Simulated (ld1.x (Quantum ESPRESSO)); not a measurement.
# Varying the TM potential for Mn

Base potential:

Mn, norm-conserving Troullier–Martins (Kleinman–Bylander form), made with ld1.x (Quantum ESPRESSO) 7.5 (PBE, scalar-relativistic). Core [Ne] 3s2, reference 3p6 3d5 4s1.75 4p0.25. Waves: 4s (bound): rc 2.75 bohr; 3d (bound): rc 1.80 bohr; 3p (bound): rc 1.45 bohr. Local part: the p channel. Core correction: a·sin(br)/r model core, default radius (core density twice the valence density).

Occupied shells without a wave of their own: 4p. They enter only through the test configuration that unscreens the potential, and ld1.x also counts them in the model core charge.

All-electron outer shells of the reference configuration (PBE, scalar-relativistic, ld1.x):

| shell | level (eV) | outermost node (bohr) | outermost maximum (bohr) |
| --- | --- | --- | --- |
| 2p | -630.60 | – | 0.19 |
| 3s | -86.31 | 0.34 | 0.74 |
| 3p | -55.03 | 0.31 | 0.75 |
| 3d | -7.19 | – | 0.76 |
| 4s | -5.38 | 1.05 | 2.51 |
| 4p | -1.58 | 1.16 | 3.38 |

Cutoffs, loose and tight: the cutoffs (Ry, on a coarse ladder) from which the occupation-weighted sum of valence levels, in a spherical-Bessel basis at the reference potential, stays within 10 and 1 mRy of its value at 400 Ry. They do not see the model core or the augmentation charge, which bear on the density cutoff. Test errors are all-electron minus pseudo excitation energies from the reference, over the configurations 3p6 3d5 4s2 4p0; 3p6 3d5 4s1 4p0; 3p6 3d5 4s0 4p0; 3p6 3d4 4s2 4p0; 3p5 3d5 4s2 4p0; 3p6 3d5 4s0 4p2; 3p6 3d5 4s1.5 4p0. A dash means not determined; rows that change the core or the reference have their own tests. The largest error is taken over the tests solved by every variant that gives reliable tests at all: 3p6 3d4 4s2 4p0; 3p6 3d5 4s0 4p0; 3p6 3d5 4s0 4p2; 3p6 3d5 4s1 4p0; 3p6 3d5 4s1.5 4p0; 3p6 3d5 4s2 4p0.

With those shells counted twice in exchange and correlation these files are broken, and their errors move erratically; no question is asked of them.

A true bound ghost makes a file unfit for plane-wave use even where its test errors are small: the radial tests pick states by their node count and pass the ghost by.

The default core radius of the base comes out at 0.42 bohr.

| change | outcome | cutoff, loose | cutoff, tight | bound ghosts | largest test error (meV) |
| --- | --- | --- | --- | --- | --- |
| base | generated | 80 Ry | 140 Ry | s | -143 |
| type PAW; waves now 4s (bound): rcut 2.40, rcutus 2.75 bohr; 4s channel at 4.3 Ry: rcut 2.40, rcutus 2.75 bohr; 3p (bound): rcut 1.25, rcutus 1.45 bohr; 4p (bound): rcut 1.25, rcutus 1.45 bohr; 3d (bound): rcut 1.55, rcutus 1.80 bohr; 3d channel at 0.1 Ry: rcut 1.55, rcutus 1.80 bohr; local potential all-electron potential smoothed inside 2.75 bohr (lloc = -1); augmentation BG, radius 0.95 bohr | generated | 45 Ry | 70 Ry | none | test run stopped at test 1 of 7 (negative rho) |
| reference 3p6 3d5 4s1 4p0 | generated | 80 Ry | 140 Ry | s | -357 |
| local potential all-electron potential smoothed inside 1.80 bohr (lloc = -1) | generated | 80 Ry | 140 Ry | none | +1075 |
| functional PBEsol | generated | 80 Ry | 140 Ry | s | -187 |
| wave 3d (bound): rc 1.80 bohr becomes 3d (bound): rc 1.94 bohr | generated | 70 Ry | 120 Ry | s | -141 |
| wave 4s (bound): rc 2.75 bohr becomes 4s (bound): rc 3.64 bohr | generated | 80 Ry | 140 Ry | s | -217 |
| wave 3p (bound): rc 1.45 bohr becomes 3p (bound): rc 2.16 bohr | generated, misses its reference levels by 0.33 eV | 80 Ry | 120 Ry | s | -832 |
| core correction a·sin(br)/r model core inside 1.80 bohr | generated | 80 Ry | 140 Ry | s | -138 |
